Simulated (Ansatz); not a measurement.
The cluster Pt2Au3⁺. The state is a singlet with charge 1. Geometry PBE-D4/def2-SVP.

```xyz
5

Pt    0.500    0.365   -1.585
Pt    0.587   -0.519    0.765
Au   -1.745    0.630    0.059
Au   -1.587   -1.988    0.898
Au    2.245    1.512   -0.137
```

In the def2 sets Au, Pt take a core potential; there is no spin–orbit coupling. The restricted singlet is unstable towards broken spin symmetry in Hartree–Fock (as tested in another run); at LDA (SPW92)/def2-TZVP, PBE-D4/def2-TZVP, r2SCAN-D4/def2-TZVP, PBE0-D4/def2-SVP and others this wasn't settled. Another isomer (singlet) lies 0.04 eV lower at PBE0-D4/def2-TZVP; other spin states weren't run for this one.

(1) Estimate the orbital energies around the gap (eV) in Ansatz with LDA (SPW92)/def2-TZVP, PBE-D4/def2-TZVP, r2SCAN-D4/def2-TZVP, PBE0-D4/def2-SVP, BHLYP-D4/def2-TZVP.

Answers

(1) 
```json
{"orbital": "HOMO−13", "LDA (SPW92)/def2-TZVP": "-12.13", "PBE-D4/def2-TZVP": "-11.81", "r2SCAN-D4/def2-TZVP": "-12.02", "PBE0-D4/def2-SVP": "-13.27", "BHLYP-D4/def2-TZVP": "-14.35"}
{"orbital": "HOMO−12", "LDA (SPW92)/def2-TZVP": "-12.10", "PBE-D4/def2-TZVP": "-11.80", "r2SCAN-D4/def2-TZVP": "-11.98", "PBE0-D4/def2-SVP": "-13.09", "BHLYP-D4/def2-TZVP": "-14.21"}
{"orbital": "HOMO−11", "LDA (SPW92)/def2-TZVP": "-11.80", "PBE-D4/def2-TZVP": "-11.50", "r2SCAN-D4/def2-TZVP": "-11.68", "PBE0-D4/def2-SVP": "-12.95", "BHLYP-D4/def2-TZVP": "-14.13"}
{"orbital": "HOMO−10", "LDA (SPW92)/def2-TZVP": "-11.65", "PBE-D4/def2-TZVP": "-11.33", "r2SCAN-D4/def2-TZVP": "-11.50", "PBE0-D4/def2-SVP": "-12.71", "BHLYP-D4/def2-TZVP": "-14.01"}
{"orbital": "HOMO−9", "LDA (SPW92)/def2-TZVP": "-11.57", "PBE-D4/def2-TZVP": "-11.25", "r2SCAN-D4/def2-TZVP": "-11.43", "PBE0-D4/def2-SVP": "-12.61", "BHLYP-D4/def2-TZVP": "-13.71"}
{"orbital": "HOMO−8", "LDA (SPW92)/def2-TZVP": "-11.50", "PBE-D4/def2-TZVP": "-11.22", "r2SCAN-D4/def2-TZVP": "-11.42", "PBE0-D4/def2-SVP": "-12.54", "BHLYP-D4/def2-TZVP": "-13.59"}
{"orbital": "HOMO−7", "LDA (SPW92)/def2-TZVP": "-11.37", "PBE-D4/def2-TZVP": "-11.07", "r2SCAN-D4/def2-TZVP": "-11.24", "PBE0-D4/def2-SVP": "-12.35", "BHLYP-D4/def2-TZVP": "-13.39"}
{"orbital": "HOMO−6", "LDA (SPW92)/def2-TZVP": "-11.18", "PBE-D4/def2-TZVP": "-10.85", "r2SCAN-D4/def2-TZVP": "-10.99", "PBE0-D4/def2-SVP": "-11.97", "BHLYP-D4/def2-TZVP": "-12.92"}
{"orbital": "HOMO−5", "LDA (SPW92)/def2-TZVP": "-10.80", "PBE-D4/def2-TZVP": "-10.48", "r2SCAN-D4/def2-TZVP": "-10.62", "PBE0-D4/def2-SVP": "-11.71", "BHLYP-D4/def2-TZVP": "-12.76"}
{"orbital": "HOMO−4", "LDA (SPW92)/def2-TZVP": "-10.72", "PBE-D4/def2-TZVP": "-10.41", "r2SCAN-D4/def2-TZVP": "-10.57", "PBE0-D4/def2-SVP": "-11.62", "BHLYP-D4/def2-TZVP": "-12.66"}
{"orbital": "HOMO−3", "LDA (SPW92)/def2-TZVP": "-10.58", "PBE-D4/def2-TZVP": "-10.25", "r2SCAN-D4/def2-TZVP": "-10.37", "PBE0-D4/def2-SVP": "-11.46", "BHLYP-D4/def2-TZVP": "-12.52"}
{"orbital": "HOMO−2", "LDA (SPW92)/def2-TZVP": "-10.52", "PBE-D4/def2-TZVP": "-10.19", "r2SCAN-D4/def2-TZVP": "-10.29", "PBE0-D4/def2-SVP": "-11.28", "BHLYP-D4/def2-TZVP": "-12.33"}
{"orbital": "HOMO−1", "LDA (SPW92)/def2-TZVP": "-10.39", "PBE-D4/def2-TZVP": "-10.06", "r2SCAN-D4/def2-TZVP": "-10.16", "PBE0-D4/def2-SVP": "-11.04", "BHLYP-D4/def2-TZVP": "-11.90"}
{"orbital": "HOMO", "LDA (SPW92)/def2-TZVP": "-10.29", "PBE-D4/def2-TZVP": "-9.94", "r2SCAN-D4/def2-TZVP": "-9.99", "PBE0-D4/def2-SVP": "-10.86", "BHLYP-D4/def2-TZVP": "-11.46"}
{"orbital": "LUMO", "LDA (SPW92)/def2-TZVP": "-10.25", "PBE-D4/def2-TZVP": "-9.84", "r2SCAN-D4/def2-TZVP": "-9.69", "PBE0-D4/def2-SVP": "-8.87", "BHLYP-D4/def2-TZVP": "-7.74"}
{"orbital": "LUMO+1", "LDA (SPW92)/def2-TZVP": "-9.18", "PBE-D4/def2-TZVP": "-8.76", "r2SCAN-D4/def2-TZVP": "-8.56", "PBE0-D4/def2-SVP": "-7.79", "BHLYP-D4/def2-TZVP": "-6.83"}
{"orbital": "LUMO+2", "LDA (SPW92)/def2-TZVP": "-8.50", "PBE-D4/def2-TZVP": "-8.08", "r2SCAN-D4/def2-TZVP": "-7.84", "PBE0-D4/def2-SVP": "-7.03", "BHLYP-D4/def2-TZVP": "-6.08"}
{"orbital": "LUMO+3", "LDA (SPW92)/def2-TZVP": "-8.13", "PBE-D4/def2-TZVP": "-7.72", "r2SCAN-D4/def2-TZVP": "-7.47", "PBE0-D4/def2-SVP": "-6.68", "BHLYP-D4/def2-TZVP": "-5.73"}
{"orbital": "LUMO+4", "LDA (SPW92)/def2-TZVP": "-5.68", "PBE-D4/def2-TZVP": "-5.38", "r2SCAN-D4/def2-TZVP": "-5.09", "PBE0-D4/def2-SVP": "-4.47", "BHLYP-D4/def2-TZVP": "-3.89"}
{"orbital": "LUMO+5", "LDA (SPW92)/def2-TZVP": "-5.38", "PBE-D4/def2-TZVP": "-5.09", "r2SCAN-D4/def2-TZVP": "-4.73", "PBE0-D4/def2-SVP": "-4.09", "BHLYP-D4/def2-TZVP": "-3.53"}
```
